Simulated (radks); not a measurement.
The numbers below are computed, except where a source is named.
Q: Coherent X-ray form factor from a spherical all-electron density. Code: a radial shooting solver on a logarithmic mesh with Libxc functionals. Model: scalar-relativistic Kohn-Sham, SCAN, spin-polarised, spherical densities, finite nucleus; meta-GGA in the generalised Kohn-Sham scheme; Fermi nuclear charge, rms radius of each element as measured or else 0.836 A^(1/3) + 0.57 fm.

sin(theta)/lambda (1/angstrom)  f0 (electrons)
0.05                                    54.889
0.1                                     54.557
0.15                                    54.010
0.2                                     53.259
0.25                                    52.317
0.3                                     51.201
0.4                                     48.526
0.5                                     45.405
0.6                                     42.024
0.8                                     35.162
1                                       29.023
1.25                                    23.135
1.5                                     19.214
2                                       14.977

The species is in the configuration that NIST lists as its ground one. Which atom or ion scatters so?

A: The mercury ion Hg25+, [Kr] 4d10 4f9. Extrapolating in s^2 from the first two rows gives f0(0) = 55.0, near the electron count 55; among species with that count, the fall with angle is slower the higher Z, and the table is that of Z = 80; from so few rows the species is fixed only to a neighbour or two.
